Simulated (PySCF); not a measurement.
Compound: C9H13F.
Numbering: `[CH3:1][CH2:2][C@@H:3]1[CH2:4][C@@H:5]2[CH:6]=[CH:7][C@@:8]1([F:9])[CH2:10]2` (hydrogens: H11, H12, H13 on C1; H14, H15 on C2; H16 on C3; H17, H18 on C4; H19 on C5; H20 on C6; H21 on C7; H22, H23 on C10)

Computed by this run: PBE0-D3(BJ)/def2-SVP geometry optimisation, gas phase in PySCF 2.14.0; density fitting, grid level 1; the optimiser is geomeTRIC in internal coordinates, started from a GFN2-xTB structure.

Geometry at step 1:
```
atom  x, y, z in Å
C1     -2.6343   -0.5691   -0.8875
C2     -1.3732   -1.0611   -0.2011
C3     -0.4379    0.0592    0.2219
C4      0.2687    0.8234   -0.9228
C5      1.7732    0.7420   -0.5291
C6      2.1779   -0.7087   -0.6828
C7      1.5759   -1.3948    0.2966
C8      0.7722   -0.3905    1.0867
F9      0.3942   -0.8091    2.3291
C10     1.6736    0.8396    1.0013
H11    -3.2275    0.0771   -0.2190
H12    -2.3993    0.0194   -1.7903
H13    -3.2787   -1.4065   -1.1982
H14    -0.8239   -1.7472   -0.8716
H15    -1.6413   -1.6493    0.6949
H16    -1.0074    0.7684    0.8515
H17     0.0821    0.3653   -1.9072
H18    -0.0620    1.8720   -0.9818
H19     2.4139    1.4740   -1.0401
H20     2.7637   -1.1139   -1.5119
H21     1.5509   -2.4742    0.4629
H22     2.6370    0.6900    1.5102
H23     1.1887    1.7613    1.3628
```

Problem. Give the atomic forces at this geometry.

Solution. 
| atom | Fx (eV/Å) | Fy (eV/Å) | Fz (eV/Å) |
| --- | --- | --- | --- |
| C1 | -0.069 | 0.048 | -0.047 |
| C2 | 0.090 | -0.120 | 0.039 |
| C3 | -0.036 | 0.086 | 0.048 |
| C4 | -0.056 | 0.024 | -0.063 |
| C5 | 0.057 | 0.062 | -0.047 |
| C6 | 0.055 | -0.044 | -0.038 |
| C7 | -0.002 | -0.085 | 0.009 |
| C8 | -0.051 | -0.059 | -0.031 |
| F9 | 0.011 | 0.029 | 0.056 |
| C10 | 0.036 | 0.068 | 0.069 |
| H11 | 0.019 | -0.015 | -0.023 |
| H12 | -0.016 | -0.019 | 0.027 |
| H13 | 0.015 | 0.019 | 0.012 |
| H14 | -0.036 | 0.019 | 0.031 |
| H15 | 0.016 | 0.025 | -0.035 |
| H16 | 0.037 | -0.042 | -0.034 |
| H17 | 0.016 | 0.011 | 0.021 |
| H18 | 0.003 | -0.025 | 0.002 |
| H19 | -0.018 | -0.011 | 0.030 |
| H20 | -0.033 | 0.018 | 0.026 |
| H21 | -0.012 | 0.050 | -0.022 |
| H22 | -0.027 | -0.001 | -0.009 |
| H23 | 0.001 | -0.039 | -0.020 |

The largest, 0.15 eV/Å, acts on C2; the rms over all components is 0.042 eV/Å. The forces sum to zero within rounding, as they must for an isolated molecule in no field.

Problem. Give the force on C2 in Eh/bohr and in nN.

Solution. 0.155 eV/Å ÷ 51.422 = 0.00301 Eh/bohr, and 0.155 eV/Å × 1.602 = 0.25 nN.

Problem. How far is this geometry from the end of the optimisation?

Solution. 0.001 eV above it, and 0.007 Å rms away after alignment. The bonds farthest from their final lengths, with half the difference of the two atoms' forces along the bond (positive lengthens):

| bond | now (Å) | final (Å) | force along bond (eV/Å) |
| --- | --- | --- | --- |
| C1–C2 | 1.518 | 1.520 | +0.11 |
| C4–C5 | 1.557 | 1.560 | +0.06 |
| C3–H16 | 1.106 | 1.104 | -0.08 |
| C2–H14 | 1.105 | 1.104 | -0.07 |
| C7–H21 | 1.092 | 1.091 | -0.07 |
| C2–H15 | 1.105 | 1.103 | -0.06 |

The cost below is that of the whole optimisation. The run took about 4 min of CPU time (one thread, shared machine).
